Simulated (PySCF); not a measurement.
F3O2Re, multiplicity 1. Atoms are numbered in the order given.

```xyz
6

Re     0.0000     0.0000     0.0552
O      0.0000    -1.3688     1.0394
O      0.0000     1.3688     1.0394
F      0.0000     0.0000    -1.8245
F      1.8410     0.0000    -0.2417
F     -1.8410     0.0000    -0.2417
```
Charge 0, spin multiplicity 1.

Geometry: B3LYP-D3(BJ)/def2-SVP. The spin state was assumed, not searched. The def2 effective core potentials stand for the cores of Re; spin–orbit coupling is left out.

Calculation: TDA-PBE/def2-SVPD in PySCF.

Vertical excitations. Isolated molecule, no solvent. State labels are in the subgroup C2v.

```csv
state,symmetry,energy (eV),λ (nm),f,main pairs
S1,A2,3.99,310,0.000,HOMO→LUMO 100 %
S2,B1,4.37,284,0.002,HOMO→LUMO+1 99 %
S3,B2,4.46,278,0.000,"HOMO−2→LUMO 62 %, HOMO−1→LUMO+1 38 %"
S4,A1,4.57,272,0.001,"HOMO−1→LUMO 63 %, HOMO−2→LUMO+1 33 %"
S5,B1,4.72,263,0.006,HOMO−3→LUMO 97 %
S6,B2,4.80,258,0.002,"HOMO−1→LUMO+1 50 %, HOMO−2→LUMO 26 %, HOMO−4→LUMO+1 20 %"
S7,A2,5.00,248,0.000,"HOMO−3→LUMO+1 86 %, HOMO−5→LUMO 13 %"
S8,A2,5.11,243,0.000,"HOMO−5→LUMO 86 %, HOMO−3→LUMO+1 13 %"
S9,A1,5.41,229,0.016,HOMO−4→LUMO 77 %
S10,B1,5.42,229,0.002,HOMO−5→LUMO+1 94 %
T1,A2,3.75,331,0,HOMO→LUMO 99 %
T2,A1,3.84,323,0,"HOMO−1→LUMO 78 %, HOMO−2→LUMO+1 17 %"
T3,B2,3.96,313,0,"HOMO−2→LUMO 64 %, HOMO−1→LUMO+1 28 %"
T4,B1,3.97,313,0,HOMO→LUMO+1 98 %
```
Triplets are in the Tamm–Dancoff approximation.
